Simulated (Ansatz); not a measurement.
Total energies of the cluster Al₂Ru⁻ (the lowest doublet isomer of a short search) from Ansatz at PBE0-D4/def2-TZVPD, gas phase (1 Eh = 27.2114 eV = 2625.5 kJ/mol). The reference geometry is relaxed at B3LYP-D4/def2-TZVPD.

```xyz
3

Ru    0.5555    0.7587    0.7509
Al    0.6545   -1.3736   -0.0605
Al   -1.2100    0.6148   -0.6904
```

```tsv
state	geometry	energy (Eh)
charge -1 doublet	reference	-579.55498
charge 0 triplet	reference	-579.49256
charge -1 quartet	relaxed at B3LYP-D4/def2-TZVPD	-579.53347
```

In the def2 sets Ru takes a core potential; there is no spin–orbit coupling.

(1) Work out the vertical ionisation energy to the triplet.

(2) Which of the charge -1 states is lowest, and how far above it are the others?

(1) E(charge 0 triplet) − E(charge -1 doublet) = -579.49256 − (-579.55498) = 0.06242 Eh = 1.70 eV. For comparison, −ε of the highest occupied level of the spin that leaves is 0.32 eV at this level, 1.38 eV less.

(2) The doublet. quartet: -579.53347 − (-579.55498) = 0.02151 Eh = 56.5 kJ/mol.

At PBE0-D4/def2-TZVPD the charge -1 doublet is spin-contaminated (final ⟨S²⟩ up to 0.96, 0.75 for a pure state). At PBE0-D4/def2-TZVPD the charge -1 quartet is spin-contaminated (final ⟨S²⟩ up to 3.93, 3.75 for a pure state). At PBE0-D4/def2-TZVPD the highest occupied level of the charge -1 quartet lies above zero (up to 0.15 eV). It is a level of α spin, whose loss leaves a triplet; that state wasn't run at this geometry and level. The electron is either unbound and held by the finite basis, or the level is raised by self-interaction error. 

The structure comes from a short search, and lower isomers may exist.
